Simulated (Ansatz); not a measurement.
Relaxed structures of InH2Se (charge -1), closed shell (PBE0-D4/def2-TZVPD; forces vanish, vibrations not checked; lower isomers may exist, and structures with a doubtful reference or unclear bonds are left out; Å). Ansatz 0.2.0; basis: def2-TZVPPD; cores frozen in the correlated methods. Filled d shells of the heavier atoms are correlated. Core potentials replace the inner electrons of the atoms past krypton. The def2 sets are not built for correlating such inner shells, so the correlated values are less sure here.

Q: Rank them by CCSD(T) energy, lowest first, and give each one's height above the lowest. Links in brackets join atoms within 1.22 times the sum of their covalent radii (1.1 for two metals). (To be estimated.)
A.
InH₂Se ([Se][InH2]), total charge -1
```
4
angstrom
Se -1.8819 0.6856 -1.1707
In 0.0744 -0.0271 0.0463
H 0.7165 -1.6781 0.0732
H 1.0910 1.0196 1.0512
```
B.
InH₂Se ([SeH][InH]), total charge -1
```
4
angstrom
Se -2.1073 0.1935 -1.4042
In 0.3095 -0.2466 -0.1406
H -2.4206 1.4783 -0.7650
H 0.1889 1.3592 0.8318
```
C.
InH₂Se ([SeH2][In]), total charge -1
```
4
angstrom
Se 0.0477 -0.0174 0.0297
In -2.1975 0.8006 -1.3670
H 0.8184 -1.3126 0.2424
H 1.0865 0.6186 0.9425
```

A: The calculation gives: A (0.00 kcal/mol), B (4.48 kcal/mol), C (63.08 kcal/mol). Heights count from the lowest.

The T1 diagnostic stays at or below 0.023. The restricted Hartree–Fock reference is unstable towards an unrestricted one at one or more of these structures.

For scale, one of the runs: CCSD(T)/def2-TZVPPD, 147 basis functions, launched by `ansatz run in.yaml --threads 2 --pin off --events-out ev --progress --plain --max-ram 4352MiB`. The run took 40 s on 2 CPU threads of an Arm Neoverse V2 (shared host), with 0.76 GiB of host memory at its peak.
